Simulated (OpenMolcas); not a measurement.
## Mo+: CASPT2 settings compared

```
Program             : OpenMolcas 26.06
Basis               : ANO-R2 [7s5p4d2f1g]
Scalar Hamiltonian  : X2C, finite nucleus
Active space        : 5 electrons in 6 orbitals (4d 5s)
State averaging     : 2S+1 = 6 even, 6 roots; 2S+1 = 4 even, 9 roots kept (CI in the orbitals of an earlier block, 0 in the spin-orbit step)
Spin-orbit coupling : state interaction with AMFI integrals over the reference wave functions, term energies averaged over their components
```

Methods on the same reference wave functions:
A. CASSCF
B. SS-CASPT2, IPEA 0.6 Eh, imaginary shift 0.3 Eh (closed shells correlated: none)
C. XMS-CASPT2, IPEA 0.6 Eh, imaginary shift 0.5 Eh (closed shells correlated: 3d 4s 4p)
D. XMS-CASPT2, IPEA 0.5 Eh, no level shift (closed shells correlated: none)

Energies in cm-1 above 4d5 6S 5/2, the measured ground level; measured values from NIST Handbook of Basic Atomic Spectroscopic Data.

| Level | A | B | C | D | Measured |
| --- | --- | --- | --- | --- | --- |
| 4d5 6S 5/2 | 0.0 | 0.0 | 0.0 | 0.0 | 0.0 |
| 4d4 5s 6D 1/2 | 9283 | 12170 | 10610 | 12250 | 11783 |
| 4d4 5s 6D 3/2 | 9479 | 12370 | 10800 | 12450 | 12034 |
| 4d4 5s 6D 5/2 | 9806 | 12690 | 11130 | 12780 | 12417 |
| 4d4 5s 6D 7/2 | 10264 | 13150 | 11590 | 13230 | 12900 |
| 4d4 5s 6D 9/2 | 10852 | 13740 | 12180 | 13820 | 13461 |

Deviations, from unrounded energies. A percentage is the sum of absolute deviations over the sum of measured energies, with the sign that they share, or ± where signs differ.

```tsv
Against measurement	Levels	A	B	C	D
mean absolute deviation (cm-1)	5	2600	300	1300	390
other configurations (%)	5	-20.6	+2.4	-10.1	+3.1
```

B lies closest to measurement on these levels and A furthest from it. The largest miss of B in the table is 4d4 5s 6D 1/2, by +390 cm-1. The ranking rests on the paired levels alone, and a cruder setting can come out closer through cancelling errors.

Among B to D the level of the table that moves most is 4d4 5s 6D 5/2, by 1600 cm-1 (lowest in C, highest in D). Moves below CASPT2's spread within the term are not significant.

The lowest spin-free term lies below A's lowest term by 0.065 hartree in B, 0.380 hartree in C, 0.069 hartree in D.

CASPT2 breaks the degeneracy within a term, and the mean is taken; among the terms shown or strongly mixed into the levels shown the widest spread is 51 cm-1 (4d4 5s 6D, C). Some high roots are left out of the spin-orbit mixing, which shifts the levels that they would mix with. A single d shell beside an s shell can misplace configurations of different d count against each other. Without dynamic correlation excited terms often stand tens of per cent too high (terms of higher spin than the ground term too low), and those without a measured partner can miss by more than the paired ones (holds for A). Measured partners are found by configuration, term and J. A level has none where our copy of the source lacks it or the pairing is in doubt (some pairs that miss far off the trend of their configuration count as doubtful), and it then counts in no deviation. Only configurations of the active space appear.
